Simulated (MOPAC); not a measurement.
MOPAC input (AM1):

```
AM1 1SCF CHARGE=-1 GEO-OK AUX(PRECISION=9) THREADS=1
H3O3Si

O    -0.59554300 1    1.18168600 1   -0.84776300 1
Si   -0.05066300 1    0.21109700 1    0.24388100 1
O     1.57014400 1   -0.24286400 1    0.00757600 1
O    -0.91892800 1   -1.24558700 1    0.35843500 1
H    -0.02683000 1    0.65415100 1    1.67916600 1
H     1.82321000 1    0.09823000 1   -0.85624800 1
H    -1.53248100 1   -1.25361100 1   -0.38323100 1
```

From the output:

```
                                                       MOPAC v23.2.5 Linux

          FINAL HEAT OF FORMATION =       -208.34178 KCAL/MOL =    -871.70202 KJ/MOL

          COSMO AREA              =         98.37 SQUARE ANGSTROMS
          COSMO VOLUME            =         84.54 CUBIC ANGSTROMS

          IONIZATION POTENTIAL    =          4.350835 EV
          HOMO LUMO ENERGIES (EV) =         -4.351  7.640
          NO. OF FILLED LEVELS    =         13
          MOLECULAR WEIGHT        =         79.1074         POINT GROUP:  Cs

          MOLECULAR DIMENSIONS (Angstroms)

            Atom       Atom       Distance
            H     7    H     6     3.64855
            H     5    O     1     2.64331
            H     7    O     1     1.77922

          SCF CALCULATIONS        =          1

   ATOM   CHEMICAL          X               Y               Z
  NUMBER   SYMBOL      (ANGSTROMS)     (ANGSTROMS)     (ANGSTROMS)

     1       O         -0.59554300  *   1.18168600  *  -0.84776300  *
     2      Si         -0.05066300  *   0.21109700  *   0.24388100  *
     3       O          1.57014400  *  -0.24286400  *   0.00757600  *
     4       O         -0.91892800  *  -1.24558700  *   0.35843500  *
     5       H         -0.02683000  *   0.65415100  *   1.67916600  *
     6       H          1.82321000  *   0.09823000  *  -0.85624800  *
     7       H         -1.53248100  *  -1.25361100  *  -0.38323100  *

                             CARTESIAN COORDINATES

   1    O       -0.595543000     1.181686000    -0.847763000
   2   Si       -0.050663000     0.211097000     0.243881000
   3    O        1.570144000    -0.242864000     0.007576000
   4    O       -0.918928000    -1.245587000     0.358435000
   5    H       -0.026830000     0.654151000     1.679166000
   6    H        1.823210000     0.098230000    -0.856248000
   7    H       -1.532481000    -1.253611000    -0.383231000

           Empirical Formula: H3 O3 Si  =     7 atoms

      MOLECULAR POINT GROUP   :   Cs

                  EIGENVALUES
 -30.37080 -30.36594 -26.83630 -13.09443 -11.49546 -10.01150  -9.06949  -8.89100
  -6.87413  -6.20054  -5.93193  -4.90360  -4.35083   7.64040   7.93625   7.95775
   9.63220  10.64451  11.17040

              NET ATOMIC CHARGES AND DIPOLE CONTRIBUTIONS

  ATOM NO.   TYPE          CHARGE      No. of ELECS.   s-Pop       p-Pop
    1          O          -0.971858        6.9719     1.92285     5.04901
    2         Si           1.420554        2.5794     0.76996     1.80949
    3          O          -0.692569        6.6926     1.86371     4.82886
    4          O          -0.692569        6.6926     1.86371     4.82886
    5          H          -0.426693        1.4267     1.42669
    6          H           0.181568        0.8184     0.81843
    7          H           0.181568        0.8184     0.81843
 DIPOLE           X         Y         Z       TOTAL
 POINT-CHG.     0.560    -1.441    -0.144     1.553
 HYBRID        -0.081    -0.007    -0.597     0.603
 SUM            0.479    -1.449    -0.741     1.696

          ATOMIC ORBITAL ELECTRON POPULATIONS

     Atom    s        px        py        pz
    1  O   1.92285   1.76128   1.68504   1.60268
    2 Si   0.76996   0.57375   0.57264   0.66309
    3  O   1.86371   1.62622   1.83118   1.37146
    4  O   1.86371   1.59196   1.72112   1.51578
    5  H   1.42669
    6  H   0.81843
    7  H   0.81843

 **********************
 *                    *
 * JOB ENDED NORMALLY *
 *                    *
 **********************

 == MOPAC DONE ==
```

The dipole moment of an ion depends on the origin.

The geometry given is a B3LYP-D3(BJ)/def2-TZVP minimum.
